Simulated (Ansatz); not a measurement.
Geometry optimisation, RKS PBE/6-31G* (Ansatz 0.2.0).

Input file:

```yaml
crystal:
  periodic: [false, false, false]
  atoms:
    - { symbol: Si, position_ang: [-0.799554, 0.21952, 0.66375] }
    - { symbol: H, position_ang: [1.762588, 0.151894, 1.379803] }
    - { symbol: F, position_ang: [1.952306, -0.181019, 0.521724] }
    - { symbol: O, position_ang: [-1.084979, 1.377151, -0.539202] }
    - { symbol: H, position_ang: [-1.332033, 1.021648, -1.418921] }
    - { symbol: Si, position_ang: [-1.25156, -1.785495, -0.645613] }
    - { symbol: H, position_ang: [-1.965573, -2.858868, 0.133076] }
    - { symbol: H, position_ang: [-2.099329, -1.478864, -1.861737] }
    - { symbol: H, position_ang: [0.024634, -2.394868, -1.166279] }
basis:
  gaussian: { orbitals: "6-31G*" }
hamiltonian:
  xc: pbe
relax:
  f_tol: 0.03
  max_steps: 50
```

Command:

```bash
$ ansatz run input.yaml --threads 1 --pin off --max-ram 2048MiB --backend cpu --events-out ev --progress --plain --runs-dir out
```

Where does it end, and by what steps?

The run converged. After 6 steps the energy has fallen by 0.062 eV; F3 moved furthest, 0.31 Å.

```
step  energy less start (eV)  largest force component (eV/Å)  accepted
   0                  0.0000                           0.479       yes
   1                 -0.0422                           0.273       yes
   2                 -0.0493                           0.516       yes
   3                 -0.0550                           0.524       yes
   4                 -0.0602                           0.116       yes
   5                 -0.0621                           0.038       yes
   6                 -0.0624                           0.022       yes
```

```xyz
9
Properties=species:S:1:pos:R:3
Si -0.696 0.190 0.678
H 1.600 0.167 1.296
F 1.672 -0.165 0.400
O -0.980 1.399 -0.471
H -1.234 1.111 -1.371
Si -1.210 -1.810 -0.631
H -1.937 -2.866 0.158
H -2.061 -1.503 -1.843
H 0.052 -2.450 -1.150
```

Whether the end is a true minimum wasn't checked by a vibrational analysis.

The run took 16 s on 1 thread of Arm Neoverse V2, with other jobs on the host, peak memory 0.14 GiB.
